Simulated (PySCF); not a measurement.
Compound: C₅H₈OS.
Numbering: `[CH3:1][C:2]1=[CH:3][S@:4](=[O:5])[CH2:6][CH2:7]1` (hydrogens: H8, H9, H10 on C1; H11 on C3; H12, H13 on C6; H14, H15 on C7)

Structure optimised with GFN2-xTB, isolated species.

Q: What internal coordinates does the optimisation give?

A: 
```
                bond  length (Å)
               C1–C2       1.492
               C2=C3       1.323
               C3–S4       1.813
               S4=O5       1.466
               S4–C6       1.862
               C6–C7       1.520
               C2–C7       1.504
C1–H8, C1–H9, C1–H10       1.089
              C3–H11       1.074
              C6–H12       1.087
              C6–H13       1.089
              C7–H14       1.094
              C7–H15       1.092
```

Bonds in one row agree within 0.01 Å and their mean is given. A selection of angles:
```
     angle  degrees
  C2–C1–H8    110.1
  C2–C1–H9    111.0
  H8–C1–H9    108.9
 H8–C1–H10    107.8
  C1–C2–C3    126.1
  C1–C2–C7    119.0
  C3–C2–C7    114.9
  C2–C3–S4    114.6
 C2–C3–H11    126.6
 S4–C3–H11    118.7
  C3–S4–O5    105.7
  C3–S4–C6     87.9
  O5–S4–C6    107.6
  S4–C6–C7    107.0
 S4–C6–H12    108.6
 S4–C6–H13    105.3
 C7–C6–H12    113.9
 C7–C6–H13    111.6
H12–C6–H13    110.0
 C6–C7–H14    110.3
 C6–C7–H15    111.8
  C2–C7–C6    107.0
 C2–C7–H14    108.6
 C2–C7–H15    111.4
H14–C7–H15    107.8
```

Dihedral angles: C1–C2–C3–S4 -177° (antiperiplanar); C2–C3–S4–O5 90°; C3–S4–C6–C7 26° (synperiplanar); S4–C6–C7–C2 -29° (synperiplanar); C1–C2–C7–C6 -163° (antiperiplanar).

S4 (sulfinyl sulfur) is pyramidal (angles 107.6°, 105.7° and 87.9°, sum 301.2°, 0.76 Å off the plane of its three neighbours). The 5-membered ring C2–C3–S4–C6–C7 has internal angles of 87.9° to 114.9° (sum 531°, against 540° for a flat polygon); it is puckered, 0.14 Å rms from its mean plane, widest ring torsion 29°. The C–S distances run from 1.813 Å (C3–S4, drawn single) to 1.862 Å (S4–C6, drawn single), a spread of 0.049 Å. The C–C distances run from 1.323 Å (C2=C3, drawn double) to 1.520 Å (C6–C7, drawn single), a spread of 0.197 Å.

Point group: C1 (no symmetry element, even within 0.4 Å). Stationary, but not proved a minimum. One conformer, not necessarily the lowest.

These are computed values.
